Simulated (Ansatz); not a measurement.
Consider the formal exchange of groups at the Sn–N bond: `[CH3][Sn][NH2]` + `FC1(S)C=N1` → `[CH3][Sn][SH]` + `NC1(F)C=N1`.

Computed with Ansatz on PBE0-D4/def2-TZVP structures; ΔE is electronic, products minus reactants. CCSD(T)/CBS adds triple-zeta CCSD(T) − MP2 to the extrapolated MP2 energy (def2 sets, frozen cores). Functionals use def2-TZVPP. HSE06 is defined as in plane-wave codes. Elements past krypton have def2 core potentials. For Sn outer-core shells are correlated without core-valence functions, which leaves a few kJ/mol of doubt a bond. Each species was taken in one conformer, which may not be the lowest.

`[CH3][Sn][NH2]`:

Z-matrix (Å, degrees):
```
C
Sn 1 2.193
H 1 1.091 2 111.9
H 1 1.093 2 110.2 3 121.3
H 1 1.094 2 109.4 3 -120.1
N 2 2.015 1 92.8 3 -171.7
H 6 1.008 2 123.7 1 -179.2
H 6 1.009 2 124.9 1 0.3
```

`FC1(S)C=N1`:

```xyz
7

F    -1.544    0.334   -0.356
C    -0.229    0.077   -0.106
S     0.860    1.104   -1.048
C     0.118   -1.203    0.406
N     0.050   -0.307    1.288
H     0.442    2.260   -0.504
H     0.304   -2.265    0.320
```

`[CH3][Sn][SH]`:

Cartesian coordinates in Å:
```
C -0.620 0.627 0.424
Sn 0.891 -0.708 1.277
S 1.605 -1.599 -0.870
H -1.354 0.040 -0.135
H -0.144 1.325 -0.270
H -1.137 1.195 1.199
H 0.759 -0.879 -1.626
```

`NC1(F)C=N1`:

Z-matrix (Å, degrees):
```
C
F 1 1.358
C 1 1.415 2 119.4
N 1 1.405 2 109.0 3 157.0
N 1 1.472 2 114.5 3 -58.8
H 3 1.085 1 155.8 2 81.9
H 4 1.010 1 111.3 2 172.7
H 4 1.013 1 110.6 2 50.8
```

```tsv
level	ΔE (kcal/mol)
HSE06-D4	-19.1
CCSD(T)/def2-SVP	-19.5
```

(1) What does CCSD(T)/CBS give? (An estimate is asked.)

Largest T1 diagnostic among the species: 0.016.

## Answers

(1) The calculation gave: -16.5 kcal/mol. The listed levels differ from it by -2.6, -3.0 kcal/mol.

Leaving LDA and LC-ωPBE aside and taking each functional with its dispersion term where it has one, the values, not all of them listed here, spread over 3.4 kcal/mol, from BHLYP-D4 to BLYP-D4. LDA lies −0.8 kcal/mol from PBE without D4. From PBE to PBE0 (25 % exact exchange), in def2-TZVPP and without D4, ΔE moves by −1.6 kcal/mol. At CCSD(T), def2-SVP lies −3.0 kcal/mol from the extrapolated value and def2-TZVPP −0.1 kcal/mol.
